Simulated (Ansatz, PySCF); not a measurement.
System: CLiN (charge 0, singlet). 
Structure (B3LYP-D3(BJ)/def2-TZVP (Ansatz, a quantum-chemistry and plane-wave program) minimum search):
```xyz
3

Li     0.0000     0.0000    -1.8676
C      0.0000     0.0000     1.0617
N      0.0000     0.0000    -0.1096
```

Total electronic energies in hartree. Valence correlation only, unless marked. No spin-orbit coupling. Non-relativistic. CBS marks a two-point X^-3 extrapolation of the correlation energy; Hartree-Fock from the larger set. [CCSD(T)-MP2]/basis is that difference in the basis named.

```csv
level,program,energy (Eh)
HF/def2-TZVPD,PySCF,-99.82356
PBE/def2-TZVPD,Ansatz,-100.27719
PBE0/def2-SVP,Ansatz,-100.16689
r2SCAN0/def2-TZVPD,Ansatz,-100.34003
PW6B95-D4/def2-TZVPD,PySCF + dftd4,-100.55333
MP2/STO-3G,Ansatz,-98.60143
"RI-MP2/CBS(def2-TZVPPD,def2-QZVPPD)",Ansatz,-100.2012
"RI-MP2/CBS(def2-TZVPP,def2-QZVPP)+[CCSD(T)-MP2]/def2-QZVPP",Ansatz,-100.2224
"CCSD(T)/CBS(def2-TZVPPD,def2-QZVPPD)",Ansatz,-100.2201
```

Totals of different functionals don't rank their quality; only differences between species are comparable.
